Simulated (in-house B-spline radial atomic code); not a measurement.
RPA and G0W0 on r2SCAN: the germanium ion Ge⁴⁺

Configuration [Ar] 3d10, mean-field start r2SCAN. Computed with a B-spline radial code for spherical atoms: all electrons, scalar-relativistic (spin-free one-electron X2C), finite nucleus, each spin shell either full or empty, empty states to l = 9 with an (l + 1/2)⁻⁴ tail; G0W0 by contour deformation at full frequency.

Command:
```bash
python run_gw.py task.json out
```
Settings (radii: box in bohr, nucleus in fm):
```
Z                        32
electrons                28
configuration            [Ar] 3d10
hamiltonian              x2c
method                   r2scan
lmax                     9
rms_radius               4.0742
spin_polarised           False
box_radius               11.96
intervals                68
```

Time taken, with all properties: 2.3 s on 1 thread of Arm Neoverse N1 (shared host).

Energies (hartree):

```csv
term,value
mean-field total,-2094.93718
Hartree-Fock functional on these orbitals,-2093.45028
direct second order,-2.4618
second-order exchange,0.71203
SOSEX correction,0.6528
```

(1) What is the RPA correlation energy, and what remains with SOSEX?

Quasi-particle levels (eV):

| level | occupied | mean field | Σx - vxc | Σc | QP weight | G0W0 |
| --- | --- | --- | --- | --- | --- | --- |
| 3d | yes | -78.61 | -14.42 | ? | ? | ? |
| 4s | no | -50.83 | 6.55 | -1.45 | 0.987 | -45.73 |

G0W0 = mean field + (Σx - vxc) + Σc, with Σc (partial-wave tail included) taken at the quasi-particle energy. Only the outer levels were computed. Levels of low weight are left out.

(2) Where does G0W0 put 3d?

## Answers

(1) RPA gives -2.1148 hartree (-2.06 eV per electron); RPA + SOSEX gives -1.462, and the second-order doubles -1.7498 hartree (no singles). SOSEX takes back 31 % of the RPA value.

(2) At -90.54 eV, with Σc = 2.50 eV and a quasi-particle weight of 0.940. The tabulated removal energy is 90.5 ± 0.019 eV (NIST, measured); the calculation leaves out spin-orbit coupling, Breit and QED terms, and what these don't explain is the method's own error.
